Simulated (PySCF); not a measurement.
**Worked example: oscillator strength and radiative lifetime**

C4H7FSi, SMILES C=C=C(F)[SiH2]C.

Geometry: r2SCAN-D4/def2-SVP. This is a generated structure with no PubChem entry under its InChIKey; it may be hypothetical. One conformer was computed; it need not be the lowest.

TDDFT-LC-ωPBE/def2-SVPD in PySCF puts the first singlet state with f over 0.02 at 7.47 eV (vertical), with the transition dipole (-2.556, -0.328, -0.522) in atomic units.

Q: Find the oscillator strength, the wavelength and the radiative lifetime that this transition would have in vacuum if emission retraced absorption.

A: 
|μ|² = 6.9132 au, so |μ| = 6.68 D. ΔE = 7.47/27.211 = 0.2745 hartree. f = (2/3) ΔE |μ|² = 1.265 (the program prints 1.265).
λ = 1239.84/7.47 = 166 nm; ν = 60250 cm⁻¹.
Einstein's coefficient A = 0.6670 ν² f s⁻¹ (ν in cm⁻¹) = 3.1e9 s⁻¹, so τ = 1/A = 0.33 ns. This state is S4; the lower singlets have f = 0.002, 0.001, 0.018. The figure is the radiative limit of this one transition; relaxation, internal conversion, crossing to triplets and a medium change what is measured.
